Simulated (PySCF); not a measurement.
## Frontier orbitals and the lowest excitations

Species: C₂H₆OSSi.
Geometry (GFN2-xTB, Å), atoms numbered from 1 in this order:
```
atom  x, y, z in Å
C1    -1.6009   -0.5772   -0.0808
C2    -0.4010   -0.0166    0.6243
O3    -0.2287   -0.1270    1.8169
Si4    0.9385    0.8905   -0.4245
S5     2.6543   -0.3963   -0.4017
H6    -2.1380    0.2382   -0.5616
H7    -1.2674   -1.2596   -0.8606
H8    -2.2584   -1.0968    0.6128
H9     0.5412    0.9915   -1.8197
H10    1.2608    2.1569    0.2176
H11    2.5050   -0.8009    0.8512
```

The calculation used TDDFT CAM-B3LYP/def2-SVPD, vertical, gas phase, core orbitals frozen in the response in PySCF 2.14.0, density-fitted response routines. GFN2-xTB frequencies show an imaginary mode (26i cm⁻¹), so this geometry is no minimum at that level.

Frontier orbitals with the atoms that hold most of them (Löwdin shares over 4%, at most four atoms; ? is withheld):

| orbital | ε (eV) | atoms |
| --- | --- | --- |
| LUMO+2 | 0.95 | Si4 27%, S5 17%, C1 14%, H6 8% |
| LUMO+1 | 0.92 | S5 35%, Si4 18%, H11 12%, H9 9% |
| LUMO | -0.42 | ? |
| HOMO | ? | ? |
| HOMO-1 | -9.13 | S5 56%, O3 16%, Si4 11%, H11 5% |
| HOMO-2 | -10.77 | S5 61%, Si4 16%, O3 8%, H11 4% |
| HOMO-3 | -11.92 | Si4 30%, H9 18%, H10 15%, S5 9% |

Question: Give the leading atoms of the HOMO.

Answer: O3 (bonded to C) 35%; S5 (bonded to Si and H) 24%; C2 (bonded to C, O and Si) 15%; Si4 (bonded to C, S and 2 H) 12%.

Question: Give the leading atoms of the LUMO.

Answer: C2 (bonded to C, O and Si) 33%; O3 (bonded to C) 26%; Si4 (bonded to C, S and 2 H) 15%; S5 (bonded to Si and H) 9%.

Question: What is the HOMO energy, and the HOMO–LUMO gap?

Answer: ε(HOMO) = -8.39 eV; the gap is 7.97 eV (0.2927 hartree).

Question: How does S1 compare with the orbital gap of 7.97 eV?

Answer: S1 is at 3.50 eV (f = 0.0027), 4.46 eV below the gap, made of HOMO→LUMO (79%), HOMO-1→LUMO (14%). 

Question: Give energy, strength and leading configuration of S1 and S2, and follow the Löwdin shares of the leading atoms from the occupied to the empty orbital.

Answer: 
- S1 (3.50 eV, f 0.0027), HOMO→LUMO (79%): O3 35% → 26%, S5 24% → 9%, C2 15% → 33%
- S2 (5.43 eV, f 0.012), HOMO-1→LUMO (75%): S5 56% → 9%, O3 16% → 26%, C2 at most 6% → 33%

One conformer stands for the species.
